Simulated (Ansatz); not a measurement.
This geometry of ClF2H3NOTa + ClH (11 atoms, charge 0, multiplicity 1) is a first-order saddle point.

All numbers below come from RKS B3LYP/def2-SVP (Ansatz 0.2.0).

```xyz
11
Properties=species:S:1:pos:R:3
Ta 0.050 -0.108 0.054
N 2.097 0.060 -0.328
H 2.730 -0.038 0.468
H 2.509 -0.344 -1.169
F 0.696 0.235 1.805
Cl -0.065 -0.641 -2.239
O -1.292 1.197 0.057
H -1.212 2.148 -0.120
F -0.679 -1.738 0.583
Cl 1.380 2.842 -0.659
H 1.963 1.520 -0.551
```

**Question.** Which two structures does it join? (They come from a converged band through this point; their orientation in space is the band's.)

**Answer.** Bonds broken: Cl10–H11. Bonds formed: Ta1–Cl10, N2–H11. ClF2H3NOTa + ClH becomes Cl2F2H4NOTa.

Image 0:

```xyz
11
Properties=species:S:1:pos:R:3
Ta -0.001 -0.336 0.065
N 1.962 0.036 -0.254
H 2.610 0.041 0.535
H 2.448 -0.216 -1.113
F 0.555 -0.168 1.874
Cl -0.033 -1.012 -2.199
O -0.990 1.242 -0.075
H -0.662 2.143 -0.267
F -0.997 -1.862 0.561
Cl 1.450 3.261 -0.684
H 1.836 2.003 -0.541
```

Image 10:

```xyz
11
Properties=species:S:1:pos:R:3
Ta 0.114 0.643 -0.119
N 2.356 -0.081 -0.250
H 2.643 -0.495 0.641
H 2.495 -0.779 -0.984
F 0.696 0.915 1.674
Cl 0.097 0.000 -2.414
O -1.656 1.176 0.046
H -2.562 1.493 0.085
F -0.067 -1.196 0.339
Cl 1.076 2.755 -0.672
H 2.986 0.701 -0.445
```

**Question.** How far does it lie above each of them?

**Answer.** 0.191 eV above the first and 1.639 eV above the second. This is the barrier of this one path; another mechanism may lie lower. The orbitals stay closed-shell, which can raise the energy where a bond breaks towards radicals; this wasn't checked here.

Run time: 8.1 min on 4 threads of Intel(R) Xeon(R) 6975P-C (Granite Rapids), with other jobs on the host, peak memory 0.48 GiB.
